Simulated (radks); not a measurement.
Question: Excited configurations of the lanthanum ion La+: one electron is placed in a higher orbital outside [Xe] 5d1. The ground configuration is [Xe] 5d2. Method: Dirac Kohn-Sham, PBEsol, spin-unpolarised, spherical densities, finite nucleus; open shells are shared between the two j in proportion to 2j + 1; Fermi nuclear charge, rms radius 4.855 fm; computed with a radial shooting solver on a logarithmic mesh with Libxc functionals. Excitation = E - E(ground); binding = E(ion) - E, where the ion is the core of charge +2; n* = 2/sqrt(2 binding) in atomic units, and the quantum defect is n - n*. Eigenvalue and <r> are those of j = l + 1/2.

| outer orbital | excitation (eV) | binding (eV) | n* | quantum defect | eigenvalue (eV) | <r> (bohr) |
|---|---|---|---|---|---|---|
| 4f | 0.876 | 9.911 | 2.343 | 1.657 | -3.546 | 1.511 |
| 6s | -0.059 | 10.846 | 2.240 | 3.760 | -8.370 | 4.034 |
| 6p | 2.912 | 7.874 | 2.629 | 3.371 | -5.870 | 5.052 |
| 6f | 8.395 | 2.392 | 4.770 | 1.230 | -1.789 | 14.63 |
| 7s | 5.591 | 5.196 | 3.236 | 3.764 | -4.108 | 8.177 |
| 7f | 9.080 | 1.707 | 5.647 | 1.353 | -1.330 | 22.05 |

Estimate the row for 5f.

Answer: excitation (eV) 7.257; binding (eV) 3.530; n* 3.927; quantum defect 1.073; eigenvalue (eV) -2.483; <r> (bohr) 8.554. The Delta-SCF ionisation energy is 10.787 eV (NIST Atomic Spectra Database: 11.185 eV, measured). Self-interaction in the functional shifts the binding energies and quantum defects, so they are the method's values and not measured ones. Spin polarisation and multiplet splitting are left out, so open shells lie too high by an amount that depends on their filling. Sharing an open shell by 2j + 1 raises it above the true ground level by a part of the spin-orbit splitting, which enters the differences from NIST. A negative excitation energy means that this level of theory puts the configuration below the NIST ground configuration.

Beside tabulated values, note that spin-unpolarised runs miss the spin-polarisation part of the exchange energy of open shells.
